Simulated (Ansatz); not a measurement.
Total energies of (H2Ga-mu-PSiH3)2 (Ga₂Si₄P₂H₁₆) from Ansatz at PBE0-D4/def2-SVP, gas phase (1 Eh = 27.2114 eV = 2625.5 kJ/mol). The reference geometry is relaxed at r2SCAN-D4/def2-SVP.

```csv
state,geometry,energy (Eh)
charge 0 singlet,reference,-5697.77178
charge 1 doublet,reference,-5697.45606
charge -1 doublet,reference,-5697.74923
free Ga atom (doublet),–,-1924.30552
free H atom (doublet),–,-0.50029
free P atom (quartet),–,-341.02153
free Si atom (triplet),–,-289.15194
```

Task: Work out the vertical ionisation energy to the doublet.

Result: E(charge 1 doublet) − E(charge 0 singlet) = -5697.45606 − (-5697.77178) = 0.31572 Eh = 8.59 eV. For comparison, −ε of the highest occupied level is 7.16 eV at this level, 1.43 eV less.

Task: Work out the vertical electron affinity, to the doublet.

Result: E(charge 0 singlet) − E(charge -1 doublet) = -5697.77178 − (-5697.74923) = -0.02255 Eh = -0.61 eV; negative, so the extra electron isn't bound. The basis lacks diffuse functions, which makes affinities too small.

Task: Give the fundamental gap IE − EA, the Mulliken electronegativity (IE + EA)/2 and the hardness (IE − EA)/2.

Result: From the values in Eh: IE − EA = 0.31572 − (-0.02255) = 0.33827 Eh = 9.20 eV; (IE + EA)/2 = 3.99 eV; (IE − EA)/2 = 4.60 eV. The HOMO–LUMO gap of the same run is 6.62 eV, 2.58 eV smaller than the fundamental gap.

Task: What is the binding energy per atom against free atoms?

Result: Atoms: 2 × (-1924.30552) + 16 × (-0.50029) + 2 × (-341.02153) + 4 × (-289.15194) = -5695.26650 Eh. Binding: -5695.26650 − (-5697.77178) = 2.50528 Eh = 68.17 eV, or 2.84 eV for each of 24 atoms (no zero-point energy, no counterpoise term).

At PBE0-D4/def2-SVP the highest occupied level of the charge -1 doublet lies above zero (up to 1.84 eV). By energy differences it is unbound by 0.61 eV (vertical, to the charge 0 singlet, at PBE0-D4/def2-SVP) and held by the finite basis.
